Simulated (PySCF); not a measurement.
sulfur tetrafluoride cation (F₄S), SMILES FS(F)(F)F (connectivity only; charge and spin as stated), charge +1, multiplicity 2. The structure is a stationary point at PBE0-D3(BJ)/def2-SVP. The multiplicity is an assumed one; other spin states were not compared.

Calculation: PySCF with PBE0-D3(BJ)/def2-SVP.

Harmonic wavenumbers (cm⁻¹): 257, 311, 396, 487, 490, 674, 846, 976, 1027. Rotational constants (GHz): 5.994, 4.102, 3.431; symmetry number 2.

Question: Work out the zero-point energy and the ideal-gas rigid-rotor harmonic-oscillator thermochemistry at 298.15 K and 1 atm.

Answer: ZPE = ½ Σ hcν = ½ × 5464 cm⁻¹ = 7.81 kcal/mol. H − E(el) = 11.39 kcal/mol. Entropy in cal/(mol K): translation 39.95, rotation 24.37, vibration 6.09, spin 1.38, total 71.78. G − E(el) = -10.01 kcal/mol. Cp = 17.59 cal/(mol K).
